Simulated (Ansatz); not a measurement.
```yaml
crystal:
  periodic: [false, false, false]
  atoms:
    - {symbol: O, position_ang: [-2.480185, 2.552630, -1.566691]}
    - {symbol: Si, position_ang: [-1.574860, 1.114724, -0.852445]}
    - {symbol: O, position_ang: [-1.242636, 0.257242, -2.196125]}
    - {symbol: O, position_ang: [-0.213304, 1.815507, 0.237421]}
    - {symbol: O, position_ang: [-2.283786, 0.306012, 0.472208]}
    - {symbol: Sn, position_ang: [-1.061346, 0.157923, 1.829856]}
    - {symbol: F, position_ang: [-1.889756, -0.854962, 2.964960]}
    - {symbol: F, position_ang: [-0.844704, 1.749054, 2.848482]}
    - {symbol: O, position_ang: [0.452130, -0.797672, 1.672137]}
    - {symbol: Si, position_ang: [1.511552, -1.000904, 0.276306]}
    - {symbol: O, position_ang: [2.620519, -2.149948, 0.534511]}
    - {symbol: O, position_ang: [2.049889, 0.337132, -0.171055]}
    - {symbol: O, position_ang: [0.657745, -1.639346, -1.192633]}
    - {symbol: H, position_ang: [-2.347472, 2.535132, -2.337491]}
    - {symbol: H, position_ang: [-0.392636, -0.393545, -1.906407]}
    - {symbol: H, position_ang: [0.741831, 1.412945, -0.151028]}
    - {symbol: H, position_ang: [2.971784, -2.187037, 1.517564]}
    - {symbol: H, position_ang: [2.778536, 0.272399, -0.780152]}
    - {symbol: H, position_ang: [0.500292, -2.806404, -1.086447]}
basis:
  gaussian: {orbitals: STO-3G}
total_charge: 1
magnetization: {spin_polarized: true, initial_magnetization: 1}
hamiltonian: {xc: {name: HSE06}, dispersion: d3bj}
relax: {f_tol: 0.0001, max_steps: 1}
```

```sh
$ ansatz run in.yaml --threads 11 --pin off --events-out ev --progress --plain --max-ram 120832MiB --backend cpu
```

It prints (some lines left out):

```
Functional definition: HSE06
1509 factors; integrals over basis functions are off by at most 1.3e-5 eV
147 factors; integrals over basis functions are off by at most 1.8e-7 eV
mean field evaluation 1: about -199440.7719 eV, gradient 4.6e1 eV
mean field evaluation 2: about -199148.8903 eV, gradient 1.4e2 eV
mean field evaluation 4: about -199449.5810 eV, gradient 3.1e1 eV
mean field evaluation 8: about -199456.9139 eV, gradient 1.1e1 eV
mean field evaluation 16: about -199458.3035 eV, gradient 4.1e-1 eV
mean field evaluation 32: about -199458.3486 eV, gradient 5.7e-5 eV
mean field -199458.35531258 eV, -7329.9593600082 hartree, gradient 2.7e-6 eV, S^2 0.759894; 20 other end points of the search recorded, 0 dependent functions left out
reference -199458.35534597 eV, -7329.9593612353 hartree; 83, 82 occupied and 18, 19 virtual orbitals, 1509 factors
relax step   1: F+E_penalty+E_count = -199458.84653445 eV  Δ(F+E_penalty+E_count) = +0.000e0 eV  max|allowed force component| = 2.775e1 eV/Å  Δτ_max = 0.0000 Å  (1089 SCF iters, accepted)
Error: geometry relaxation did not converge after 1 steps: max|allowed force component| = 2.78e1 eV/Å (threshold 1.0e-4). Raise `relax.max_steps` over both its present limit and 1, loosen `relax.f_tol`, or start from a geometry closer to equilibrium. Where this run's directory can be resumed (`checkpoint.write`), a resume goes on for up to `relax.max_steps` more
```

In this input the relaxation is allowed too few steps for its threshold. The calculation stopped without meeting its thresholds.
